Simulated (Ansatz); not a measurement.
Ansatz results at the PBE0-D4/def2-TZVP geometry: HOMO–LUMO gap (ωB97M-V/def2-TZVPP) 12.45 eV; LUMO energy (PBE/def2-TZVPP) 0.18 eV; HOMO–LUMO gap (B3LYP/def2-TZVPP) 8.05 eV.

Each molecule was computed in one conformer, which needn't be the lowest.

Q: Which molecule gave them?
A. `Cl[SiH](Cl)[GeH3]`
B. `N[SiH](N)F`
C. `C=C[Si](O)(Cl)Cl`
D. `O[SiH](Cl)Br`

A: B. The others give `O[SiH](Cl)Br`: 12.84, -0.83, 8.28; `Cl[SiH](Cl)[GeH3]`: 11.73, -1.25, 7.44; `C=C[Si](O)(Cl)Cl`: 11.86, -1.91, 7.02.

B3LYP here is the variant with VWN-RPA as its local correlation; programs differ in this.
